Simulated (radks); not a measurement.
Values are calculated unless marked as measured or tabulated.
Q: The mean radii <r> (bohr) of the occupied orbitals of an atom or ion are listed with their occupations. Code: a radial shooting solver on a logarithmic mesh with Libxc functionals. Model: scalar-relativistic Kohn-Sham, SCAN, spin-polarised, spherical densities, finite nucleus; meta-GGA in the generalised Kohn-Sham scheme; Fermi nuclear charge, rms radius of each element as measured or else 0.836 A^(1/3) + 0.57 fm.

| orbital | occ. | <r> |
|---|---|---|
| 1s | 2 | 0.01604 |
| 2s | 2 | 0.06669 |
| 2p | 6 | 0.06039 |
| 3s | 2 | 0.1606 |

Name the element and its charge. Open shells, if any, are filled with parallel spins first.

A: Z = 82, lead, charge +70: Pb70+ in [Ne] 3s2. The 1s radius gives Z: for a bare nucleus <r> = (2 gamma + 1)/(2Z) with gamma = sqrt(1 - (Z/c)^2), 0.01587 bohr for Z = 82, and screening makes it slightly larger (0.01604 here). The occupations add up to 12, and the charge is Z minus that.
